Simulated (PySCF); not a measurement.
# Polarisability and C₆ of O (oxygen, neutral)

[He] 2s2 2p4, high-spin 3P determinant. Calculation: PySCF 2.14, in dyall-av2z (11s7p2d, 42 functions); no relativity, point nucleus. Coupled (time-dependent) response in atomic units; α is the mean over directions. A double-zeta set is small for polarisabilities.

| method | mean α (bohr³) | α xx, yy, zz | C₆ (like pair) | S(−4) |
| --- | --- | --- | --- | --- |
| UHF | 4.168 | 3.981, 4.542, 3.981 | 11.95 | 7.975 |
| PBE | 4.796 | 4.414, 5.561, 4.414 | 14.10 | 13.16 |
| PBE0 | 4.555 | 4.255, 5.154, 4.255 | 13.31 | 10.76 |
| TPSS | 4.700 | 4.358, 5.385, 4.358 | 13.93 | 11.82 |
| B3LYP | 4.584 | 4.263, 5.228, 4.263 | 13.35 | 11.34 |

S(−4) is the Cauchy moment in α(ω) = α(0) + S(−4) ω² + …

Reference α: 5.3 ± 0.2 bohr³ (recommended; Schwerdtfeger and Nagle, table of static dipole polarizabilities (2023 update)). Published C₆: 15.60 (Chu and Dalgarno (2004); Tang, Norbeck and Certain (1976)).

α(iu) at B3LYP:

```tsv
u (hartree)	α(iu) (bohr³)
0	4.584
0.0500	4.556
0.100	4.476
0.200	4.204
0.300	3.863
0.500	3.194
0.750	2.512
1.00	1.989
1.50	1.290
2.00	0.8839
3.00	0.4803
5.00	0.2041
```

A single London oscillator, α(iu) = α/(1 + u²/ω²), gives C₆ = (3/4) ω α². Matching the computed C₆ needs ω = 4 × 13.35 / (3 × 4.584²) = 0.847 hartree.

The components differ because the open shell of this determinant is not spherical; for a pure term their mean is the scalar polarisability.
